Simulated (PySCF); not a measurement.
## Orbital picture of SnTe

PBE at R = 2.539 Å; basis Sn def2-SVP with ECP28, Te def2-SVP with ECP28; scalar-relativistic core potentials; PySCF 2.14. State: ¹Σ⁺ (singlet), closed shell. Only the outer orbitals are listed, counted within each symmetry, core potentials removing the inner ones.

```tsv
orbital	occ.	ε (eV)	on Sn (%)	main shells (%)
7σ	2	-15.05	18	81 Te s, 13 Sn s
8σ	2	-10.68	74	74 Sn s, 14 Te s, 11 Te p
9σ	2	-6.04	47	52 Te p, 36 Sn p, 10 Sn s
5π	2	-5.75	26	74 Te p, 25 Sn p
5π	2	-5.75	26	74 Te p, 25 Sn p
6π	0	-3.21	75	74 Sn p, 24 Te p
6π	0	-3.21	75	74 Sn p, 24 Te p
10σ	0	-0.44	74	71 Sn p, 30 Te p
```

Task: Which are the highest filled and the lowest empty level, where do they sit, and how wide is the gap?

Result: Highest filled 5π at -5.75 eV (in %: 74 Te p, 25 Sn p); lowest empty 6π at -3.21 eV (in %: 74 Sn p, 24 Te p); the gap at PBE is 2.54 eV.

- bond order (Mayer): 2.44
- ⟨S²⟩: 0.000
- charge on Sn (Mulliken, basis-dependent): 0.20
- charge on Sn (Löwdin, basis-dependent): 0.09
- dipole moment (positive dipole means Sn(−)Te(+)): -2.08 D
- polarisability along the bond: 125.2 bohr³
- polarisability across the bond: 44.9 bohr³

Spin–orbit coupling is left out.
